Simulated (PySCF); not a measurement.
## Excitation energy of Pb⁺ by level of theory

Pb⁺ [Xe] 4f14 5d10 6s2 6p1 (2P) → Pb⁺ [Xe] 4f14 5d10 6s1 6p2 (4P), as a difference of total energies. All numbers are calculated (PySCF 2.14, scalar relativity through the core potential, in cc-pVTZ-PP with ECP60MDF). Correlated levels: valence: 5s2 5p6 5d10 frozen. The calculations carry no spin-orbit coupling.

```json
{"method": "UHF", "excitation energy (eV)": "6.062"}
{"method": "LDA", "excitation energy (eV)": "8.410"}
{"method": "PBE", "excitation energy (eV)": "8.119"}
{"method": "PBE0", "excitation energy (eV)": "7.732"}
{"method": "r2SCAN", "excitation energy (eV)": "7.678"}
{"method": "TPSS", "excitation energy (eV)": "7.972"}
{"method": "B2PLYP", "excitation energy (eV)": "7.561"}
{"method": "MN15", "excitation energy (eV)": "8.224"}
{"method": "B3LYP", "excitation energy (eV)": "8.080"}
{"method": "MP2 (valence)", "excitation energy (eV)": "6.621"}
{"method": "SCS-MP2 (valence)", "excitation energy (eV)": "6.834"}
```

How much does correlation contribute at MP2 (valence)?

6.621 − (6.062) = 0.559 eV, measured against UHF.

Spin-orbit coupling is strong in these open shells (close to jj coupling). The scalar numbers leave it out and a first-order estimate fails, so it can dominate the gap to the real levels.
